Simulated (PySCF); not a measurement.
Species: C8H9O (doublet state).
Atom-mapped SMILES: `[O:1]=[C:2]1[CH:3]=[CH:4][C:5]([CH:6]2[CH2:7][CH2:8]2)[CH2:9]1` (hydrogens: H10 on C3; H11 on C4; H12 on C6; H13, H14 on C7; H15, H16 on C8; H17, H18 on C9)

Geometry (GFN2-xTB, Å), atoms numbered from 1 in this order:
```
atom  x, y, z in Å
O1     2.8005    1.6502   -1.8275
C2     2.1490    0.8901   -1.1331
C3     2.6150   -0.1306   -0.2322
C4     1.5338   -0.7634    0.3613
C5     0.3349   -0.2332   -0.0823
C6    -0.9835   -0.6640    0.3366
C7    -2.1326    0.3212    0.4510
C8    -2.1476   -0.6867   -0.6389
C9     0.6177    0.8542   -1.0634
H10    3.6519   -0.3517   -0.0617
H11    1.6113   -1.5654    1.0762
H12   -0.9670   -1.4617    1.0701
H13   -2.8047    0.1972    1.2858
H14   -1.9356    1.3506    0.1968
H15   -1.9612   -0.3562   -1.6485
H16   -2.8282   -1.5215   -0.5700
H17    0.2027    0.6519   -2.0524
H18    0.2348    1.8252   -0.7443
```

The hyperfine couplings belong to this conformer and change with its torsions.

The calculation used UKS B3LYP, pcH-1 on C H O, non-relativistic, mean-field spin-orbit, GIAO in PySCF. Geometry: GFN2-xTB, one conformer, isolated molecule. The geometry wasn't refined by DFT: couplings that depend on bond lengths, twists or pyramidal angles can differ widely from those at the functional's own minimum. No stability test was run, so a lower SCF solution isn't excluded.

(1) The isotropic 1H couplings, averaged over equivalent nuclei, are -32.7, +14.2, +6.1, +3.8, -2.9, +0.9 MHz. Assign them to H10; H11; H12; H13/H16; H14/H15; H17/H18.

## Answers

(1) 
```json
{"site": "H10", "a_iso (MHz)": "-32.7", "ρ(0) (bohr⁻³)": "-0.0073", "position": "1 bond from C3", "distance from C5 (Å)": "3.32", "bound to": "C3", "spin population there": "+0.50", "largest |T| (MHz)": "19.8"}
{"site": "H11", "a_iso (MHz)": "+6.1", "ρ(0) (bohr⁻³)": "+0.0014", "position": "2 bonds from C5, on C4 of spin population -0.17", "distance from C5 (Å)": "2.18", "bound to": "C4", "spin population there": "-0.17", "largest |T| (MHz)": "3.8"}
{"site": "H12", "a_iso (MHz)": "+0.9", "ρ(0) (bohr⁻³)": "+0.0002", "position": "2 bonds from C5", "distance from C5 (Å)": "2.13", "bound to": "C6", "spin population there": "-0.05", "largest |T| (MHz)": "4.2"}
{"site": "H13/H16", "a_iso (MHz)": "+3.8", "ρ(0) (bohr⁻³)": "+0.0009", "position": "3 bonds from C5", "distance from C5 (Å)": "3.45", "bound to": "C7/C8", "spin population there": "+0.05", "largest |T| (MHz)": "3.9"}
{"site": "H14/H15", "a_iso (MHz)": "-2.9", "ρ(0) (bohr⁻³)": "-0.0006", "position": "3 bonds from C5", "distance from C5 (Å)": "2.78", "bound to": "C7/C8", "spin population there": "+0.05", "largest |T| (MHz)": "3.6"}
{"site": "H17/H18", "a_iso (MHz)": "+14.2", "ρ(0) (bohr⁻³)": "+0.0032", "position": "2 bonds from C5", "distance from C5 (Å)": "2.16", "bound to": "C9", "spin population there": "-0.03", "largest |T| (MHz)": "4.0"}
```

ρ(0) is the spin density at the nucleus and T the dipolar tensor; entries for several nuclei are means. The Mulliken spin populations are largest on C5 (+0.51), C3 (+0.50), O1 (+0.20) and C4 (-0.17). Three atoms exceed +0.15. The positive populations add up to 1.33 and the negative ones to -0.33, together 2S = 1. The angles at C5 add up to 360.0°, so it is planar. Main spin sites, with 60 % or more of the largest population: C3, C5; positions count bonds from the nearest.

Means are taken over nuclei equivalent by connectivity, which assumes that they swap fast.

The SMILES `O=C1C=C[C](C2CC2)C1` draws the unpaired electron on C5, whose computed spin population is only +0.51.
